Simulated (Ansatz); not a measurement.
Relaxation of Mg₂O₃H₂ with RKS r2SCAN-D4/def2-SVP.

```sh
$ ansatz run in.yaml --threads 4 --pin off --events-out ev --progress --plain --max-ram 3916MiB
```

```yaml
crystal:
  periodic: [false, false, false]
  atoms:
    - {symbol: Mg, position_ang: [1.066310, 0.464850, -0.310120]}
    - {symbol: Mg, position_ang: [-1.934430, -0.849480, -0.335840]}
    - {symbol: O, position_ang: [-0.731070, 0.488140, -0.105880]}
    - {symbol: O, position_ang: [-0.125820, -0.893560, -0.213870]}
    - {symbol: O, position_ang: [2.422590, 1.037660, 0.579670]}
    - {symbol: H, position_ang: [-3.149400, -1.315560, -1.146490]}
    - {symbol: H, position_ang: [2.451810, 1.067950, 1.532520]}
basis:
  gaussian: {orbitals: def2-SVP}
hamiltonian: {xc: r2scan, dispersion: d4}
scf: {omitted_lower_state_checks: [starts]}
output: {orbitals: {seedname: orbitals}}
relax: {f_tol: 0.02, max_steps: 100}
```

It took 15 s on 4 threads of AMD EPYC 9B14 on a shared host.

Positions (Å) and forces (eV/Å) at steps 1, 2, 3, 4, 5, 6, 7, 9, 10, 13, 14 of 14:

```xyz
7
step=1 energy=-17049.6960 eV
Mg    1.066    0.465   -0.310    1.193    0.531   -0.779
Mg   -1.934   -0.849   -0.336   -1.338   -0.604    0.296
O    -0.731    0.488   -0.106   -1.201    2.542    0.377
O    -0.126   -0.894   -0.214    1.116   -2.624   -0.035
O     2.423    1.038    0.580    1.748    0.743    0.674
H    -3.149   -1.316   -1.146   -1.837   -0.735   -0.879
H     2.452    1.068    1.533    0.319    0.146    0.346
7
step=2 energy=-17050.3217 eV
Mg    1.094    0.474   -0.246    0.815    0.343    0.006
Mg   -1.982   -0.867   -0.405   -1.250   -0.519   -0.318
O    -0.754    0.496   -0.117   -0.723    1.491    0.148
O    -0.134   -0.914   -0.230    0.649   -1.542   -0.101
O     2.510    1.073    0.611    0.906    0.392    0.403
H    -3.324   -1.392   -1.180   -0.631   -0.269   -0.120
H     2.590    1.129    1.566    0.234    0.104   -0.017
7
step=3 energy=-17050.7000 eV
Mg    1.124    0.480   -0.132    0.052    0.002    0.370
Mg   -2.047   -0.888   -0.529   -0.421   -0.161   -0.275
O    -0.792    0.510   -0.147   -0.083    0.209   -0.079
O    -0.148   -0.947   -0.266    0.113   -0.190   -0.116
O     2.611    1.115    0.649    0.243    0.111    0.161
H    -3.499   -1.471   -1.172   -0.070   -0.042    0.098
H     2.750    1.201    1.597    0.166    0.071   -0.158
7
step=4 energy=-17050.8408 eV
Mg    1.082    0.462    0.062    0.092    0.029    0.182
Mg   -2.082   -0.899   -0.622   -0.251   -0.095   -0.209
O    -0.825    0.510   -0.217   -0.012    0.073   -0.023
O    -0.173   -0.949   -0.330    0.045   -0.055   -0.036
O     2.650    1.124    0.671    0.055    0.041    0.481
H    -3.578   -1.519   -1.152    0.050    0.012    0.095
H     2.927    1.272    1.588    0.020   -0.005   -0.490
7
step=5 energy=-17050.8993 eV
Mg    1.042    0.440    0.181    0.151    0.069    0.131
Mg   -2.105   -0.901   -0.734    0.036    0.014    0.006
O    -0.844    0.511   -0.296    0.103   -0.025    0.009
O    -0.189   -0.948   -0.406    0.049    0.091    0.016
O     2.616    1.106    0.770   -0.208   -0.083    0.127
H    -3.629   -1.555   -1.076   -0.010   -0.005   -0.010
H     3.110    1.347    1.560   -0.121   -0.060   -0.279
7
step=6 energy=-17050.9087 eV
Mg    1.024    0.434    0.240   -0.027   -0.006   -0.041
Mg   -2.103   -0.899   -0.753   -0.014   -0.008    0.007
O    -0.848    0.512   -0.287    0.078   -0.029    0.028
O    -0.191   -0.947   -0.396    0.030    0.073    0.034
O     2.602    1.097    0.774   -0.023   -0.003    0.209
H    -3.633   -1.560   -1.098    0.064    0.028   -0.001
H     3.148    1.363    1.519   -0.107   -0.054   -0.236
7
step=7 energy=-17050.9206 eV
Mg    0.996    0.426    0.267    0.225    0.096    0.098
Mg   -2.105   -0.901   -0.754   -0.004   -0.001   -0.011
O    -0.857    0.511   -0.282   -0.008   -0.030    0.001
O    -0.196   -0.947   -0.392   -0.027    0.013    0.004
O     2.531    1.066    0.892   -0.615   -0.280   -0.371
H    -3.620   -1.557   -1.132   -0.002   -0.001   -0.008
H     3.250    1.403    1.401    0.431    0.202    0.285
7
step=9 energy=-17050.9281 eV
Mg    0.981    0.420    0.325   -0.081   -0.039   -0.029
Mg   -2.105   -0.901   -0.768   -0.007   -0.005    0.002
O    -0.881    0.496   -0.199    0.012   -0.034   -0.003
O    -0.218   -0.961   -0.311   -0.017    0.036    0.004
O     2.510    1.062    0.917    0.092    0.041    0.038
H    -3.599   -1.544   -1.242    0.002    0.001   -0.006
H     3.311    1.428    1.278    0.000   -0.001   -0.006
7
step=10 energy=-17050.9277 eV rejected
Mg    0.976    0.417    0.343   -0.053   -0.024   -0.026
Mg   -2.109   -0.903   -0.766    0.006    0.003   -0.006
O    -0.888    0.490   -0.177   -0.002   -0.004    0.005
O    -0.226   -0.964   -0.289   -0.004    0.001    0.006
O     2.511    1.063    0.920    0.322    0.147    0.129
H    -3.595   -1.540   -1.279    0.013    0.005    0.006
H     3.331    1.437    1.247   -0.283   -0.129   -0.114
7
step=13 energy=-17050.9288 eV
Mg    0.973    0.414    0.353   -0.002   -0.001   -0.004
Mg   -2.108   -0.902   -0.766    0.004    0.002   -0.006
O    -0.895    0.485   -0.150    0.000   -0.005    0.001
O    -0.233   -0.970   -0.262   -0.003    0.003    0.002
O     2.516    1.067    0.906    0.023    0.011    0.012
H    -3.584   -1.533   -1.310    0.001    0.000    0.004
H     3.332    1.440    1.228   -0.022   -0.010   -0.010
7
step=14 energy=-17050.9288 eV
Mg    0.972    0.414    0.356    0.000   -0.001   -0.002
Mg   -2.107   -0.901   -0.771   -0.002   -0.001    0.003
O    -0.896    0.484   -0.146    0.000    0.000   -0.001
O    -0.234   -0.971   -0.258    0.000    0.000   -0.001
O     2.516    1.067    0.907    0.007    0.004    0.006
H    -3.583   -1.532   -1.312   -0.001    0.000   -0.002
H     3.332    1.440    1.223   -0.004   -0.002   -0.003
```

The restricted singlet is unstable towards broken spin symmetry in Hartree–Fock (as tested in another run); at r2SCAN-D4/def2-SVP this wasn't settled. Another isomer (singlet) lies 1.86 eV lower at PBE0-D4/def2-TZVP; other spin states weren't run for this one.
